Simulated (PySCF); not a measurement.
# Dipole response of Sc (scandium, neutral)

[Ar] 3d1 4s2, 2D determinant. All numbers are calculated (PySCF 2.14, the spin-free X2C one-electron Hamiltonian (Gaussian nucleus), in aug-cc-pVTZ-DK). Coupled (time-dependent) response in atomic units; α is the mean over directions.

```csv
method,mean α (bohr³),"α xx, yy, zz",C₆ (like pair),S(−4)
BLYP,117.6,"115.6, 115.6, 121.6",1422,7130
r2SCANh,129.4,"124.2, 124.2, 139.9",1661,9200
```

S(−4) is the Cauchy moment in α(ω) = α(0) + S(−4) ω² + …

Reference α: 97 ± 10 bohr³ (recommended; Schwerdtfeger and Nagle, table of static dipole polarizabilities (2023 update)). Published C₆: 1383 (Chu and Dalgarno (2004); Tang, Norbeck and Certain (1976)).

α(iu) at BLYP:

```json
{"u (hartree)": "0", "α(iu) (bohr³)": "117.6"}
{"u (hartree)": "0.0500", "α(iu) (bohr³)": "102.3"}
{"u (hartree)": "0.100", "α(iu) (bohr³)": "74.60"}
{"u (hartree)": "0.200", "α(iu) (bohr³)": "37.75"}
{"u (hartree)": "0.300", "α(iu) (bohr³)": "22.04"}
{"u (hartree)": "0.500", "α(iu) (bohr³)": "10.71"}
{"u (hartree)": "0.750", "α(iu) (bohr³)": "6.110"}
{"u (hartree)": "1.00", "α(iu) (bohr³)": "4.140"}
{"u (hartree)": "1.50", "α(iu) (bohr³)": "2.366"}
{"u (hartree)": "2.00", "α(iu) (bohr³)": "1.549"}
{"u (hartree)": "3.00", "α(iu) (bohr³)": "0.8097"}
{"u (hartree)": "5.00", "α(iu) (bohr³)": "0.3315"}
```

A single London oscillator, α(iu) = α/(1 + u²/ω²), gives C₆ = (3/4) ω α². Matching the computed C₆ needs ω = 4 × 1422 / (3 × 117.6²) = 0.137 hartree.

The components differ because the open shell of this determinant is not spherical; for a pure term their mean is the scalar polarisability.

⟨S²⟩ = 0.94 against 0.75 shows spin contamination.
